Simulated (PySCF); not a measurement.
# Electron correlation in Zn (zinc, neutral)

[Ar] 3d10 4s2, closed-shell 1S. All numbers are calculated (PySCF 2.14, the non-relativistic Hamiltonian (point nucleus), in def2-TZVP). Frozen: [Ar]; 12 electrons correlated.

MP2 pair energies summed by pair of shells (mhartree):

| pair | energy | share (%) |
| --- | --- | --- |
| 3d-3d | -350.58 | 86.8 |
| 3d-4s | -30.94 | 7.7 |
| 4s-4s | -22.20 | 5.5 |

Total MP2 correlation energy: -403.73 mhartree.

Same-spin part -143.89 and opposite-spin part -259.84 mhartree; SCS-MP2 scales them by 1/3 and 6/5 to -359.77 mhartree.

```
  level  correlation energy (mhartree)
   CCSD                        -375.26
    (T)                          -8.94
CCSD(T)                        -384.20
```

Diagnostics: T1 = 0.016, D1 = 0.0403, largest double amplitude 0.086.

Q: Is a single reference adequate?

A: Mostly. T1 lies below 0.03, but a double amplitude of this size points to a near-degeneracy that CCSD handles and MP2 describes poorly.
